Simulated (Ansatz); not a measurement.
Ansatz results at the PBE0-D4/def2-TZVP geometry: HOMO energy (PBE0/def2-TZVPP) -8.47 eV; LUMO energy (PBE/def2-TZVPP) -1.96 eV; LUMO energy (B3LYP/def2-TZVPP) -1.28 eV.

Each molecule was computed in one conformer, which needn't be the lowest.

(1) Which molecule gave them?
A. `O[SiH2]N[SiH](F)F`
B. `F[SiH](F)[SiH2]Cl`
C. `N[SiH](O)[Si](N)(O)O`
D. `[GeH3][C]#[C][GeH3]`

Answers

(1) B. The others give `N[SiH](O)[Si](N)(O)O`: -6.99, -0.53, 0.04; `[GeH3][C]#[C][GeH3]`: -7.97, -1.09, -0.40; `O[SiH2]N[SiH](F)F`: -8.64, -0.57, -0.04.

B3LYP here is the variant with VWN-RPA as its local correlation; programs differ in this.
